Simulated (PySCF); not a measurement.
Telling isomers of C₆H₁₁OPSi apart by NMR

- PBE0/pcSseg-1 with gauge-including orbitals
- GFN2-xTB geometry
- program: PySCF 2.14.0 with density-fitted response routines
- isolated molecule, one averaged value for each set of equivalent atoms, non-relativistic, one conformer

Scale: 1H (σref 31.72), 13C (σref 186.93) against TMS (reference shieldings calculated alike). Splittings of carbon signals by F and P are missing where no couplings were computed. Where no couplings were computed, multiplicities follow the n + 1 count of equivalent neighbours, and m marks all less simple cases (inequivalent or close neighbours, rings, F or P nearby). Shifts are as computed. Against solution values, carbons near 30 ppm lie about +3 ppm off and those near 130 ppm about +5 ppm (rms about the fit 2.1 ppm; single classes can miss by 10 ppm). Of 1328 compounds with measured shifts, 309 miss one by over three times the rms of a fit or turn the order of signals round; such compounds aren't used in these exercises. Signals without a measured value on file couldn't be tested in this way; 1H shifts scatter by 0.2 ppm about their fit, and single ones miss by 0.5 ppm.

(1) Tabulate the signals of `C=CC(=C)[Si@H](P)C(C)=O`, `O=P1(C[SiH3])C=CCC=C1` and their relative energies.

(2) What is the quickest way to tell C=CC(=C)[Si@H](P)C(C)=O from O=P1(C[SiH3])C=CCC=C1?

Results:

(1) 
```json
{"SMILES": "C=CC(=C)[Si@H](P)C(C)=O", "carbon types": "2×C 1×CH 2×CH2 1×CH3", "δC": "243.2, 149.9, 149.4, 143.7, 124.5, 40.8", "δH": "6.77 (m, 1H), 6.30 (m, 1H), 5.91 (m, 1H), 5.45 (m, 1H), 5.17 (m, 1H), 5.09 (m, 1H), 2.52 (s, 3H), 1.14 (m, 2H)", "E rel. (kcal/mol)": "19.7"}
{"SMILES": "O=P1(C[SiH3])C=CCC=C1", "carbon types": "4×CH 2×CH2", "δC": "147.4, 139.2, 33.4, 16.7", "δH": "6.88 (m, 2H), 6.63 (m, 2H), 4.12 (m, 3H), 3.05 (m, 1H), 2.55 (m, 1H), 0.95 (m, 2H)", "E rel. (kcal/mol)": "0.0"}
```

Energies are electronic energies at PBE0/pcSseg-1 on these geometries, without zero-point or thermal terms, each for the one conformer computed, which needn't be the lowest.

(2) Count the carbon signals: 6 against 4. The first has a carbonyl carbon (C) at 243.2 ppm, the second an allylic sp3 CH2 at 33.4 ppm. Their most deshielded carbons lie at 243.2 and 147.4 ppm.
